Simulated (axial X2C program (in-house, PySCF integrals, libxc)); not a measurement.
Density and ELF of TmC

Calculated with an in-house relativistic program for diatomic molecules. Two-component (2c) means X2C with spin–orbit coupling and atomic mean-field two-electron Coulomb and Gaunt terms. Basis: Tm dyall-cv3z [13s14p10d7f3g], C dyall-v3z [7s6p2d1f] (cores contracted in-house); Gaussian nuclei, density fitting, unrestricted open shells. Masses: Tm 168.934 u, C 12.000 u.

PBE0, with spin–orbit coupling, state Ω = 5/2 (⟨Sz⟩ = 1.30, ⟨Lz⟩ = 1.20 at PBE0); Tm at z = 0, C at z = 2.332 Å.

The maps cover the half plane through the axis: z from -2.4 to 4.2 Å along the bond, ρ from 0.15 to 2.25 Å away from it.

log10 of the density in e/bohr³:

```
 ρ\z  -2.4  -1.8  -1.2  -0.6   0.0   0.6   1.2   1.8   2.4   3.0   3.6   4.2
0.15  -2.7  -2.3  -1.5  -0.1   1.8  -0.1  -1.2  -0.7   0.5  -0.9  -1.9  -2.8
0.45  -2.8  -2.3  -1.6  -0.4   0.4  -0.4  -1.3  -0.9  -0.7  -1.1  -2.0  -2.9
0.75  -2.8  -2.4  -1.9  -0.9  -0.4  -0.9  -1.6  -1.2  -1.0  -1.4  -2.2  -3.0
1.05  -2.9  -2.5  -2.1  -1.5  -1.2  -1.5  -1.9  -1.6  -1.5  -1.8  -2.5  -3.2
1.35  -3.0  -2.7  -2.4  -2.0  -1.8  -2.1  -2.2  -2.0  -1.9  -2.2  -2.8  -3.4
1.65  -3.2  -2.8  -2.5  -2.4  -2.3  -2.4  -2.5  -2.4  -2.4  -2.6  -3.1  -3.7
1.95  -3.3  -3.0  -2.7  -2.6  -2.6  -2.7  -2.8  -2.8  -2.8  -3.0  -3.4  -4.0
2.25  -3.5  -3.2  -3.0  -2.9  -2.9  -3.0  -3.1  -3.1  -3.2  -3.4  -3.8  -4.3
```

Electron localisation function (collinear form, no current term, damped to 0 at low density):

```
 ρ\z  -2.4  -1.8  -1.2  -0.6   0.0   0.6   1.2   1.8   2.4   3.0   3.6   4.2
0.15  0.89  0.35  0.25  0.50  0.30  0.49  0.22  0.77  0.94  0.89  0.80  0.34
0.45  0.90  0.41  0.16  0.55  0.34  0.52  0.21  0.86  0.50  0.90  0.77  0.30
0.75  0.90  0.54  0.11  0.47  0.55  0.43  0.21  0.86  0.87  0.87  0.68  0.23
1.05  0.89  0.70  0.13  0.20  0.36  0.16  0.22  0.79  0.83  0.78  0.54  0.14
1.35  0.85  0.82  0.31  0.10  0.11  0.06  0.21  0.65  0.71  0.63  0.36  0.07
1.65  0.75  0.87  0.60  0.21  0.09  0.06  0.20  0.43  0.51  0.42  0.19  0.02
1.95  0.53  0.85  0.79  0.47  0.21  0.12  0.16  0.22  0.27  0.21  0.07  0.00
2.25  0.25  0.72  0.81  0.66  0.40  0.21  0.12  0.10  0.10  0.07  0.01  0.00
```

Axial spin density in 10⁻³ e/bohr³:

```
 ρ\z  -2.4  -1.8  -1.2  -0.6    0.0   0.6   1.2   1.8    2.4   3.0  3.6  4.2
0.15  -1.4  -2.3   1.8  17.0  770.9  17.2  16.1  68.7  124.0  69.5  8.4  1.0
0.45  -1.3  -2.3   0.5  18.7   92.0  12.1  14.4  51.8  117.9  45.5  6.6  0.9
0.75  -1.2  -2.3  -1.6   1.7    9.4   1.2  10.5  29.6   49.9  22.2  4.2  0.7
1.05  -1.0  -2.1  -2.8  -2.8   -1.3   0.0   6.2  14.3   18.9   9.6  2.3  0.5
1.35  -0.8  -1.7  -2.8  -3.6   -3.0  -0.6   3.2   6.4    7.3   4.0  1.2  0.3
1.65  -0.6  -1.3  -2.2  -2.9   -2.5  -0.7   1.4   2.8    2.9   1.7  0.6  0.1
1.95  -0.4  -0.9  -1.6  -2.0   -1.7  -0.6   0.6   1.2    1.2   0.7  0.3  0.1
2.25  -0.3  -0.6  -1.0  -1.2   -1.1  -0.4   0.2   0.5    0.5   0.3  0.1  0.0
```

The state is one determinant whose occupation by symmetry is held fixed; it was picked as the lowest of a PBE0 search that is not exhaustive. Density functionals use the spin component along the axis (collinear). Other states lie close and PBE0, whose exact exchange favours high spin, may order them wrongly; the determinant shown need not be the ground state. The nearest other spin-free determinant of the search, M_S = 5/2, Λ = 1, lies 0.14 eV up at the distance of the search. Without a current term, density functionals place determinants with orbital angular momentum somewhat too high. With several unpaired electrons one determinant need not be a pure state. A state of lower Ω lies just above, and one determinant can place such states too high, so the state shown need not be the lowest. The search has Ω = 1/2 only 0.09 eV up. The determinant is spin-polarised beyond a pure state at some levels (its spin-free form has ⟨S²⟩ too high), which makes Re and μ there less reliable.
